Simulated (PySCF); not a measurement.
SMILES Fc1c(F)c(F)c(-c2cc3sccc3s2)c(F)c1F (C₁₂H₃F₅S₂), GFN2-xTB optimised geometry. Atoms within 1.6 Å of the plane z = 0.0 Å (x, y, z in Å): F1 (-2.39, -4.82, 0.00), C2 (-1.71, -3.68, 0.00), C3 (-2.37, -2.46, 0.00), F4 (-3.70, -2.42, 0.00), C5 (-1.65, -1.27, 0.00), F6 (-2.36, -0.13, 0.00), C7 (-0.24, -1.23, 0.00), C8 (0.49, 0.02, 0.00), C9 (1.86, 0.20, 0.00), C10 (2.21, 1.55, 0.00), S11 (3.70, 2.42, 0.00), C12 (2.84, 3.92, 0.00), C13 (1.49, 3.78, 0.00), C14 (1.12, 2.42, 0.00), S15 (-0.36, 1.56, 0.00), C16 (0.39, -2.48, 0.00), F17 (1.72, -2.58, 0.00), C18 (-0.32, -3.68, 0.00), F19 (0.35, -4.83, 0.00), H20 (2.58, -0.59, 0.00), H21 (3.40, 4.83, 0.00), H22 (0.79, 4.60, 0.00).

Method: CAM-B3LYP/def2-SVP (PySCF 2.14.0). Cells within 0.4 Å of a nucleus heavier than hydrogen are left out (blank, or x).

Map of the electron localisation function on the plane z = 0.0 Å:

```
|000000000000000000000000000|
|000000000000000000000000000|
|000000000000026300189400000|
|000000000000299910699910000|
|000000000000599951899800000|
|000000000000089948198100000|
|0000000000000052x9x24000000|
|000000000011005974597542000|
|000000000256445x5120x585100|
|000000000489259x8681x696100|
|000000000088xx747x586885000|
|000000001017024067522441000|
|000000037821585725500000000|
|00000017xx6023x9xx960000000|
|000000068753596559995000000|
|0000010014x9xx5006996000000|
|0000158238x7367031000000000|
|000028x72x6137x688300000000|
|000028x71x5033x8x8400000000|
|000016724937296288300000000|
|0000010012x9xx2013000000000|
|000000057845387600000000000|
|00000027xx603xx830000000000|
|000000047860588510000000000|
|000000002420243100000000000|
|000000000000000000000000000|
|000000000000000000000000000|
```
Scale: ten equal steps from 0.000 (start of '0') to 1.000 (end of '9'), in the order '0123456789'; x runs from -7.00 to 7.00, y from -7.00 (bottom) to 7.00 (top).
